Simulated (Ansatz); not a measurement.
Ligand exchange: AlH(CH3)(OH) + InH2(SH) → AlH(CH3)(SH) + InH2(OH)

Species: AlH(CH3)(OH), singlet; InH2(SH), singlet; AlH(CH3)(SH), singlet; InH2(OH), singlet. The partners trade OH for SH: Al–OH and In–SH bonds give way to Al–SH and In–OH.

Shapes, held fixed at every level: PBE0-D4/def2-TZVP. Flexible molecules stand in one conformer, not always the lowest. Programs: Ansatz 0.2.0. The zero-point and thermal change to 298 K, harmonic and unscaled (PBE0-D4/def2-TZVP), is -0.6 kJ/mol.

Estimate ΔH(298 K) of this reaction.

The highest level, CCSD(T)/def2-TZVPP, gives ΔH(298 K) = +82.2 kJ/mol; the levels span +80.7 to +89.5. The column of differences is taken from that level and isn't an error. No measured value is set beside it here. For atoms past krypton def2 sets carry core potentials with scalar relativity. Correlated rows may include outer-core shells of In, which these sets cover unevenly. Times are processor times on shared x86 and Arm servers, and rough.

```
                level                   kind  ΔH(298 K) (kJ/mol)  less CCSD(T)/def2-TZVPP  CPU time (sum over the molecules)
     SPW92/def2-TZVPP                    LDA               +81.1                     -1.1                              9.8 s
  BHLYP-D4/def2-TZVPP          global hybrid               +89.5                     +7.3                               20 s
   PBE0-D4/def2-TZVPP          global hybrid               +80.7                     -1.5                               18 s
r2SCAN0-D4/def2-TZVPP          global hybrid               +85.4                     +3.2                               32 s
         MP2/def2-SVP    perturbation theory               +84.7                     +2.5                                  –
       MP2/def2-TZVPP    perturbation theory               +84.1                     +1.9                                  –
     CCSD(T)/def2-SVP  coupled cluster or CI               +84.7                     +2.5                               15 s
   CCSD(T)/def2-TZVPP  coupled cluster or CI               +82.2                      0.0                            3.2 min
```
